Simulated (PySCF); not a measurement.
Spectrum to structure. Computed with TDDFT PBE0/def2-SVPD, vertical, gas phase, core orbitals frozen in the response in PySCF. Geometries: GFN2-xTB, one conformer each.

| state | λ (nm) | f |
| --- | --- | --- |
| S1 | 214.2 | 0.0096 |
| S2 | 194.1 | 0.025 |
| S3 | 191.1 | 0.0067 |
| S4 | 188.6 | 0.025 |
| S5 | 184.3 | 0.0024 |
| S6 | 179.3 | 0.010 |

Orbital energies (eV): HOMO-3 -10.01, HOMO-2 -7.76, HOMO-1 -7.71, HOMO -6.25, LUMO 0.65, LUMO+1 1.15, LUMO+2 1.27.

Problem. Which structure fits? All have the formula C6H11N.
A. `C=C(/C=C\C)CN`
B. `C#CCCN(C)C`
C. `C=NC/C=C\CC`

Solution. B. Its S1, at 5.79 eV, is the highest among the candidates; the nearest of the others has S1 at 5.27 eV. S1 is HOMO→LUMO (97%). Löwdin shares by element: HOMO nitrogen 56%, carbon 23% or more (atoms not listed hold the other 21%); LUMO carbon 42% or more (atoms not listed hold the other 58%). At the same level the other candidates give, for their lowest levels:
- `C=NC/C=C\CC`: 254 nm (f 0.001); 214 nm (f 0.042); 187 nm (f 0.003); 178 nm (f 0.034); 177 nm (f 0.017); T1 4.04 eV; HOMO -7.23, LUMO -0.42 eV
- `C=C(/C=C\C)CN`: 235 nm (f 0.038); 221 nm (f 0.471); 206 nm (f 0.006); 196 nm (f 0.013); 190 nm (f 0.029); T1 3.21 eV; HOMO -6.40, LUMO -0.55 eV

Conformer computed: `[CH:1]#[C:2][CH2:3][CH2:4][N:5]([CH3:6])[CH3:7]`: C2–C3–C4–N5 87°, C3–C4–N5–C6 -74°.
Triplets come from the Tamm–Dancoff approximation.
